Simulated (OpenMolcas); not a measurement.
**Ir4+: moving or changing the point charges**

Ir4+ among 6 point charges of -1.7 e arranged as an octahedron (Oh), 1.77 Å from the ion.

```
Program             : OpenMolcas
Method              : CASSCF
Basis               : ANO-RCC-VDZP [7s6p4d2f]
Scalar Hamiltonian  : DKH2, point nucleus
Active space        : 5 electrons in 5 orbitals (5d)
State averaging     : 2S+1 = 6 even, 1 root; 2S+1 = 4 even, 24 roots; 2S+1 = 2 even, 75 roots
Spin-orbit coupling : RASSI with atomic mean-field integrals over the reference wave functions
```

Runs around this geometry, states (labels of O, the rotations of Oh). Energies in cm-1 above the lowest state or level, χT in cm3 K/mol; 10Dq and B are least-squares fits to the states below 45000 cm-1, weighted by degeneracy, with a free offset, and given where the rms deviation is under 5 % of |10Dq| (or 100 cm-1) and under 700 cm-1.

```tsv
R (Å)	q (e)	Ground state	10Dq	B (rms of fit)	First gap with spin-orbit (degeneracies)	χT at 300 K	First state of another spin
1.77	-1.36	6A1	11928	905 (163)	408.8 (2, 4)	3.303	4T1 18211
1.61	-1.7	6A1	22780	880 (391)	5693 (2, 4)	0.641	2T2 586.7
1.77	-1.7	6A1	14862	896 (219)	845.3 (2, 4)	2.193	4T1 15140
1.9	-1.7	6A1	10753	904 (157)	313.8 (2, 4)	3.588	4T1 19440
```

Taking |10Dq| as R^-n, n = -ln(10753 / 22780) / ln(1.9 / 1.61) = 4.5 between the shortest and longest distance. The point-charge formula for a cubic d site gives n = 5.

Scaling the charges by -1.36 / -1.7 = 0.80 scales |10Dq| by 11928 / 14862 = 0.80; with fixed orbitals a first-order splitting would follow the charge.

Without dynamic correlation the repulsion within the d shell is too large (B by tens of per cent), so at a given field states of lower spin stand too high. Point charges give a weaker field than real ligands, and real ions of this kind are as a rule low spin; the high spin found here belongs to the model. Spin-orbit coupling mixes the spin-free states strongly: the lowest level takes only 55 % from its leading state, 2T2, which lies 587 cm-1 above the lowest spin-free state (figures for R = 1.61, q = -1.7; the like holds for R = 1.77, q = -1.7). This field is weak: 10Dq is about 11928 cm-1, while octahedral complexes of 5d ions of charge 3 and more, computed by the same method with explicit ligands, had a median near 35000 cm-1. Ground spin and moment need not be those of a real site (figures for R = 1.77, q = -1.36; the like holds for R = 1.77, q = -1.7, R = 1.9, q = -1.7). This shell can be high or low spin here, a state of another spin lies low, and with metal d orbitals alone active their balance is uncertain, so the ground spin may be wrong (holds for R = 1.61, q = -1.7). This is an electrostatic model: the charges have no orbitals. No measured value stands beside these numbers.
